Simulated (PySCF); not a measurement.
4-fluoro-2,3-dihydrofuran (C4H5FO), SMILES FC1CCOC=1.

Geometry optimised at r2SCAN-D4/def2-SVP. A frequency run showed that this geometry is not a minimum. The values are those of a single conformer.

Computed with CAM-B3LYP/def2-TZVP in PySCF.

Symmetry labels are those of the subgroup Cs that the program uses (full group Cs).

Computed valence orbital energies around the gap with their symmetry:
```json
[
 {"orbital": "HOMO−7", "symmetry": "A\"", "energy (eV)": "-14.53"},
 {"orbital": "HOMO−6", "symmetry": "A'", "energy (eV)": "-14.41"},
 {"orbital": "HOMO−5", "symmetry": "A'", "energy (eV)": "-12.93"},
 {"orbital": "HOMO−4", "symmetry": "A\"", "energy (eV)": "-12.71"},
 {"orbital": "HOMO−3", "symmetry": "A'", "energy (eV)": "-12.19"},
 {"orbital": "HOMO−2", "symmetry": "A\"", "energy (eV)": "-11.33"},
 {"orbital": "HOMO−1", "symmetry": "A'", "energy (eV)": "-11.15"},
 {"orbital": "HOMO", "symmetry": "A\"", "energy (eV)": "-7.40"},
 {"orbital": "LUMO", "symmetry": "A\"", "energy (eV)": "1.82"},
 {"orbital": "LUMO+1", "symmetry": "A'", "energy (eV)": "1.96"},
 {"orbital": "LUMO+2", "symmetry": "A'", "energy (eV)": "2.85"},
 {"orbital": "LUMO+3", "symmetry": "A'", "energy (eV)": "3.16"}
]
```
